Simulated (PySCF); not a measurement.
## Dipole response of Bi (bismuth, neutral)

[Xe] 4f14 5d10 6s2 6p3, high-spin 4S determinant. Computed with PySCF 2.14 in ANO-RCC-VTZP (8s7p5d3f2g, 93 functions), with scalar relativity by spin-free X2C-1e. Coupled (time-dependent) response in atomic units; α is the mean over directions. The basis has no added diffuse functions, which lowers α and C₆.

```csv
method,mean α (bohr³),C₆ (like pair),S(−4)
UHF,35.80,442.7,243.6
PBE,37.51,461.2,307.1
```

S(−4) is the Cauchy moment in α(ω) = α(0) + S(−4) ω² + …

Reference α: 48 ± 4 bohr³ (recommended; Schwerdtfeger and Nagle, table of static dipole polarizabilities (2023 update)). Published C₆: 513.0 (Gould and Bucko (2016)).

α(iu) at UHF:

| u (hartree) | α(iu) (bohr³) |
| --- | --- |
| 0 | 35.80 |
| 0.0500 | 35.20 |
| 0.100 | 33.59 |
| 0.200 | 28.76 |
| 0.300 | 23.73 |
| 0.500 | 16.04 |
| 0.750 | 10.51 |
| 1.00 | 7.477 |
| 1.50 | 4.498 |
| 2.00 | 3.082 |
| 3.00 | 1.744 |
| 5.00 | 0.7886 |

Spin-orbit coupling, which splits the p, d and f shells strongly at this Z, is absent. Spin-orbit coupling is strong in this species (close to jj coupling), so the high-spin LS determinant is a model state, not a physical level.
